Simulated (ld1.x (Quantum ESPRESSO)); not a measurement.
**Which change was made? (Cl, TM)**

Cl, norm-conserving Troullier–Martins (Kleinman–Bylander form), made with ld1.x (Quantum ESPRESSO) 7.5 (PBE, scalar-relativistic). Core [Ne], reference 3s2 3p4 (charge +1). Waves: 3s (bound): rc 1.15 bohr; 3p (bound): rc 1.35 bohr. Local part: the p channel. Core correction: Bessel-smoothed model core, default radius (core density twice the valence density).

Cutoffs, loose and tight: the cutoffs (Ry, on a coarse ladder) from which the occupation-weighted sum of valence levels, in a spherical-Bessel basis at the reference potential, stays within 10 and 1 mRy of its value at 400 Ry. They do not see the model core or the augmentation charge, which bear on the density cutoff. Test errors are all-electron minus pseudo excitation energies from the reference, over the configurations 3s2 3p5; 3s2 3p3; 3s2 3p2; 3s2 3p5.3; 3s1 3p6; 3s2 3p4.5; 3s2 3p1; variants that change the core or the reference have their own tests.

The base gives: outcome: generated; cutoff, loose: 55 Ry; cutoff, tight: 100 Ry; bound ghosts: none; largest test error (meV): +147.

(1) After one change the result is: outcome: generated; cutoff, loose: 140 Ry; cutoff, tight: 300 Ry; bound ghosts: none; largest test error (meV): +174. Which change was it?
A. reference 3s2 3p5
B. all radii but the core radius scaled by about 0.80 (s 0.92, p 1.08 bohr)
C. type ultrasoft; waves now 3s (bound): rcut 1.00, rcutus 1.15 bohr; 3s channel at -1.3 Ry: rcut 1.00, rcutus 1.15 bohr; 3p (bound): rcut 1.15, rcutus 1.35 bohr; 3p channel at 1.8 Ry: rcut 1.15, rcutus 1.35 bohr; local potential all-electron potential smoothed inside 1.00 bohr (lloc = -2); augmentation PSQ, radius 1.05 bohr
D. wave 3s (bound): rc 1.15 bohr becomes 3s (bound): rc 0.74 bohr

Answers

(1) B. The others give: reference 3s2 3p5 → outcome: generated; cutoff, loose: 50 Ry; cutoff, tight: 100 Ry; bound ghosts: none; largest test error (meV): +76 | type ultrasoft; waves now 3s (bound): rcut 1.00, rcutus 1.15 bohr; 3s channel at -1.3 Ry: rcut 1.00, rcutus 1.15 bohr; 3p (bound): rcut 1.15, rcutus 1.35 bohr; 3p channel at 1.8 Ry: rcut 1.15, rcutus 1.35 bohr; local potential all-electron potential smoothed inside 1.00 bohr (lloc = -2); augmentation PSQ, radius 1.05 bohr → outcome: generated; cutoff, loose: 30 Ry; cutoff, tight: 55 Ry; bound ghosts: none; largest test error (meV): +20 | wave 3s (bound): rc 1.15 bohr becomes 3s (bound): rc 0.74 bohr → outcome: generated; bound ghosts: s; largest test error (meV): +150.
